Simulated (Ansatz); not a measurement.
System: sum formula SiNH2F2 (charge 0, doublet). It need not be the lowest isomer of its formula. 
Geometry from a B3LYP-D3(BJ)/def2-TZVP (Ansatz, a program for electronic structure) optimisation:
```xyz
6

N     -1.5164    -0.0239     0.3406
Si     0.0543    -0.2448    -0.2994
F      0.9812    -0.7635     0.8992
F      0.5745     1.1935    -0.7745
H     -1.9435    -0.7639     0.8786
H     -2.2038     0.4886    -0.1926
```
Charge 0, spin multiplicity 2.

Wanted: atomisation energy (electronic, to ground-state atoms); the coupled-cluster value holds the core correlation from cc-pwCVTZ, in kJ/mol. Valence correlation only, unless marked. Open shells are spin-unrestricted. Spin-orbit coupling is left out. Non-relativistic. CBS marks a two-point X^-3 extrapolation of the correlation energy; Hartree-Fock from the larger set.

Level to compare with: CCSD(T)/CBS(aug-cc-pV(T+d)Z,aug-cc-pV(Q+d)Z) plus the core term (Ansatz), 2292.8 kJ/mol. It is a level with limits of its own, and the differences hold the functionals' basis error too.

Question: Rank these functionals by how close they come to CCSD(T)/CBS(aug-cc-pV(T+d)Z,aug-cc-pV(Q+d)Z), closest first: SVWN5/def2-TZVPD (Ansatz); r2SCANh/def2-TZVPD (Ansatz); B97M-V/def2-TZVPD (Ansatz); revPBE/def2-TZVPD (Ansatz).

Answer: B97M-V/def2-TZVPD (meta-GGA with VV10, 2268.2 kJ/mol, difference -24.6), r2SCANh/def2-TZVPD (hybrid meta-GGA, 2251.2 kJ/mol, difference -41.6), revPBE/def2-TZVPD (GGA, 2217.0 kJ/mol, difference -75.8), SVWN5/def2-TZVPD (LDA, 2633.9 kJ/mol, difference 341.1)
